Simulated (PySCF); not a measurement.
Species: SnMe4, C4H12Sn.
Bonds: Sn1–C2, Sn1–C6, Sn1–C10, Sn1–C14. Hydrogens: H3, H4, H5 on C2; H7, H8, H9 on C6; H11, H12, H13 on C10; H15, H16, H17 on C14.

Method: PBE0-D3(BJ)/def2-SVP geometry optimisation, gas phase, def2 core potentials past Kr (PySCF 2.14.0); density fitting, grid level 1; the optimiser is geomeTRIC in internal coordinates, started from a GFN2-xTB structure with every atom displaced at random (about 0.03 Å).

Step 0: E = -10166.7584 eV
```
atom  x, y, z in Å  |  force x, y, z in eV/Å
Sn1     0.0614   -0.0764    0.0127   -1.744   1.264  -0.089
C2     -0.0184   -0.0292    2.1883    0.786   1.416   0.045
H3     -1.0751    0.0485    2.5469    0.729   0.126  -0.143
H4      0.6673    0.8293    2.5689   -1.344  -1.172  -0.473
H5      0.4323   -0.9513    2.5377    0.086  -0.529   0.365
C6      2.0559    0.0194   -0.7383    0.798  -0.399   1.011
H7      2.1158   -0.1029   -1.8093   -0.092   0.195  -0.731
H8      2.6713   -0.8011   -0.3134   -0.257   0.106  -0.012
H9      2.5559    0.9486   -0.4066   -0.246  -0.036  -0.268
C10    -1.0414    1.7904   -0.6889   -0.865  -0.862   0.589
H11    -0.9617    1.8785   -1.7682    0.281   0.005  -0.579
H12    -0.5950    2.6883   -0.2413   -0.045   0.040   0.110
H13    -2.1729    1.7838   -0.5025    1.415  -0.150   0.170
C14    -1.0820   -1.7798   -0.7233    2.279   0.715  -1.190
H15    -2.0297   -1.9015   -0.2979   -1.878   0.005   0.854
H16    -0.4720   -2.6401   -0.4774    0.215  -0.671   0.037
H17    -1.1403   -1.7052   -1.8271   -0.119  -0.053   0.302
```

Step 1: E = -10167.1135 eV
```
atom  x, y, z in Å  |  force x, y, z in eV/Å
Sn1     0.0204   -0.0333    0.0052   -0.119  -0.156   0.198
C2     -0.0270   -0.0058    2.1594    0.390  -0.344  -0.153
H3     -1.0584    0.0888    2.5151   -0.091   0.039   0.079
H4      0.5841    0.8240    2.5302   -0.034   0.192   0.093
H5      0.4152   -0.9366    2.5488   -0.124   0.018   0.053
C6      2.0363    0.0418   -0.7405    0.231  -0.321   0.186
H7      2.0738   -0.0568   -1.8350   -0.056   0.101  -0.003
H8      2.6354   -0.7794   -0.3121   -0.061   0.029  -0.035
H9      2.5143    0.9827   -0.4336   -0.041   0.077  -0.089
C10    -0.9873    1.7049   -0.6627   -0.180   0.433  -0.425
H11    -0.8900    1.7922   -1.7582    0.030   0.072   0.086
H12    -0.5519    2.6015   -0.1976   -0.059   0.039  -0.034
H13    -2.0611    1.6646   -0.4360   -0.034   0.008   0.115
C14    -1.0608   -1.7436   -0.7295    0.450  -0.162  -0.009
H15    -2.0577   -1.8293   -0.2774   -0.013   0.041  -0.014
H16    -0.4727   -2.6452   -0.4934   -0.161  -0.043  -0.017
H17    -1.1412   -1.6709   -1.8227   -0.128  -0.024  -0.032
```

Problem. Estimate the geometry and energy of step 2. (The exact step hangs on the optimiser's Hessian estimate; all steps are aligned on step 1, rigid shifts and turns removed.)

Solution. E = -10167.1477 eV, largest force 0.387 eV/Å
```
atom  x, y, z in Å  |  force x, y, z in eV/Å
Sn1     0.0167   -0.0314    0.0077   -0.259   0.282  -0.055
C2     -0.0087   -0.0222    2.1668    0.151  -0.267  -0.126
H3     -1.0388    0.0748    2.5287   -0.095   0.014   0.055
H4      0.5859    0.8146    2.5449    0.062   0.186   0.075
H5      0.4247   -0.9538    2.5656   -0.070   0.042  -0.030
C6      2.0428    0.0213   -0.7275    0.043  -0.107   0.021
H7      2.0679   -0.0666   -1.8249   -0.025   0.035   0.055
H8      2.6348   -0.8024   -0.3008   -0.021  -0.007  -0.008
H9      2.5171    0.9685   -0.4342    0.004   0.037  -0.030
C10    -1.0123    1.7576   -0.6883    0.241  -0.142  -0.117
H11    -0.9146    1.8540   -1.7826    0.013  -0.022   0.084
H12    -0.5847    2.6582   -0.2237    0.018  -0.016   0.019
H13    -2.0795    1.7132   -0.4456   -0.144  -0.032   0.074
C14    -1.0369   -1.7659   -0.7306    0.120  -0.079   0.067
H15    -2.0398   -1.8386   -0.2769    0.119   0.017  -0.071
H16    -0.4690   -2.6812   -0.4954   -0.084   0.051   0.020
H17    -1.1341   -1.7006   -1.8231   -0.074   0.006  -0.032
```

The energy changes by -0.0341 eV. The first-order estimate −F·Δx gives -0.0770 eV and the mean of the old and new forces, exact on a quadratic surface, -0.0357 eV. The step makes an angle of 65° with the force vector and moves no atom by more than 0.071 Å.

The cost below is that of the whole optimisation. The run took 71 s of wall time on an Arm Neoverse V1 with one thread, no GPU, on a shared host, and the process peaked at 0.61 GiB of memory.
